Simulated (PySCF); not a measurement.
C8H7F3.
Structure used (PBE0-D3(BJ)/def2-SVP), in Å, numbered top down from 1:
```
atom  x, y, z in Å
C1    -3.067   -0.110   -1.599
C2    -2.017   -0.716   -1.539
C3    -0.766   -1.409   -1.450
C4    -0.539   -2.516   -2.189
C5     0.257   -0.879   -0.542
C6     0.108    0.207    0.226
C7     1.159    0.732    1.145
C8     1.526    2.168    0.849
F9     2.448    2.612    1.707
F10    0.462    2.974    0.950
F11    2.019    2.309   -0.383
H12   -3.999    0.421   -1.661
H13   -1.294   -2.914   -2.869
H14    0.417   -3.041   -2.119
H15    1.199   -1.437   -0.520
H16   -0.838    0.758    0.191
H17    2.081    0.136    1.093
H18    0.809    0.716    2.191
```

Jobs on this species (18 atoms, 82 electrons) with PySCF (density fitting). Hardware of each: Arm Neoverse V1, one thread, shared host. Other jobs ran on the host; a repeat could differ by tens of per cent or more. Peak memory is the resident size of the whole Python process, interpreter and libraries included.

| level and settings | work | basis functions | SCF cycles | wall time | peak memory |
| --- | --- | --- | --- | --- | --- |
| PBE0/pcSseg-1, IEF-PCM benzene | shieldings, charges and field gradients | 222 | ? | ? | ? |
| PBE0-D3(BJ)/def2-SVP, grid level 1 | geometry optimisation from a GFN2-xTB start shaken at random | 189 | 68 | 2.9 min | 0.82 GiB |
| PBE0/pcSseg-1, IEF-PCM water | shieldings | 222 | 14 | 39 s | 1.2 GiB |

Problem. Fill in the missing figures.

Solution. 
- PBE0/pcSseg-1, IEF-PCM benzene; shieldings, charges and field gradients: 43 s, 1.2 GiB, 15 SCF cycles

Problem. What do all jobs in the table cost together?

Solution. About 4.3 min; the longest takes about 68 % of that, and about 4.5 times as long as the shortest.
